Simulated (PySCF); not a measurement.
# Diatomic anions of Li with the alkali metals

PBE0 with double-zeta basis sets in PySCF, for the lowest determinant that a PBE0 search found; no spin–orbit coupling. De refers to high-spin ground-configuration atoms (the charge goes to the atom of lower measured ionisation energy or higher electron affinity, which is not always the lowest computed limit). A positive dipole points towards Li; it is taken about the centre of mass and depends on that origin.

```tsv
M	basis	charged atom	state (unpaired electrons)	Re (Å)	ωe (cm⁻¹)	De (eV)	μ (D)
Li	aug-pcseg-1	Li−	doublet (σ ↑)	3.104	217	0.85	n/a
Na	aug-pcseg-1	Li−	doublet (σ ↑)	3.342	160	0.78	-4.11
K	aug-pcseg-1	Li−	doublet (σ ↑)	3.804	135	0.70	-3.59
Rb	def2-SVPD	Li−	doublet (σ ↑)	4.006	119	0.70	-5.59
Cs	def2-SVPD	Li−	doublet (σ ↑)	4.226	112	0.68	-5.91
```

The shortest bond is that of Li₂⁻ (3.104 Å), the longest that of CsLi⁻ (4.226 Å).

The rows differ in basis set, which adds steps of its own.

Down a group the atoms grow and get heavier, so bonds lengthen and wavenumbers fall; this series shows no clear exception.

Spin–orbit coupling is left out. For an ion De counts to the pair picked by the measured ionisation energies or electron affinities, which need not be the lowest pair at this level. The highest Kohn–Sham level is positive in some of these anions. Much of that is self-interaction error, but it also means that the finite basis helps to hold the extra electron. States were picked by a PBE0 search and need not be the measured ground states.
